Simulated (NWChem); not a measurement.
System meant: BH₂SOF; SMILES OB(F)S

The following NWChem deck was run.

```
start job
memory heap 200 mb stack 900 mb global 1100 mb
geometry units angstroms noautoz
  B      0.013758    -0.457589     0.000000
  F     -1.118845    -1.169069     0.000000
  O      1.222669    -1.072195     0.000000
  H      1.132478    -2.038481     0.000000
  S     -0.121722     1.361178     0.000000
  H      1.206721     1.594554     0.000000
end
basis spherical
  * library def2-svp
end
dft
  odft
  mult 2
  xc b3lyp
  iterations 150
  mulliken
end
task dft energy
```

End of the output:

```
 Summary of "ao basis" -> "ao basis" (spherical)
 ------------------------------------------------------------------------------
       Tag                 Description            Shells   Functions and Types
 ---------------- ------------------------------  ------  ---------------------
 B                          def2-svp                 6       14   3s2p1d
 F                          def2-svp                 6       14   3s2p1d
 O                          def2-svp                 6       14   3s2p1d
 H                          def2-svp                 3        5   2s1p
 S                          def2-svp                 8       18   4s3p1d

 Summary of "ao basis" -> "ao basis" (spherical)
 ------------------------------------------------------------------------------
       Tag                 Description            Shells   Functions and Types
 ---------------- ------------------------------  ------  ---------------------
 B                          def2-svp                 6       14   3s2p1d
 F                          def2-svp                 6       14   3s2p1d
 O                          def2-svp                 6       14   3s2p1d
 H                          def2-svp                 3        5   2s1p
 S                          def2-svp                 8       18   4s3p1d

      Symmetry analysis of basis
      --------------------------

        a'         51
        a"         19

  number of electrons :                   40
  multiplicity        :                    2
 ------------------------------------------------------------------------
  no. of electrons and multiplicity not compatible                  40
 ------------------------------------------------------------------------
 ------------------------------------------------------------------------
  current input line :
    21: task dft energy
 ------------------------------------------------------------------------
 ------------------------------------------------------------------------
 There is an error in the input file
 ------------------------------------------------------------------------
 For more information see the NWChem manual at https://nwchemgit.github.io

0: no. of electrons and multiplicity not compatible:Received an Error in Communication
```

Can this run be used? If not, why, and what is the fix?

The input was rejected before any calculation. Cause: the multiplicity doesn't fit the number of electrons (an even count wants an odd multiplicity, and the reverse). This input runs:
```
start job
memory heap 200 mb stack 900 mb global 1100 mb
geometry units angstroms noautoz
  B      0.013758    -0.457589     0.000000
  F     -1.118845    -1.169069     0.000000
  O      1.222669    -1.072195     0.000000
  H      1.132478    -2.038481     0.000000
  S     -0.121722     1.361178     0.000000
  H      1.206721     1.594554     0.000000
end
basis spherical
  B library def2-svp
  F library def2-svp
  O library def2-svp
  H library def2-svp
  S library def2-svp
end
dft
  xc b3lyp
  iterations 150
  mulliken
end
task dft energy
```
It converges to -599.19933 Ha (B3LYP/def2-SVP).
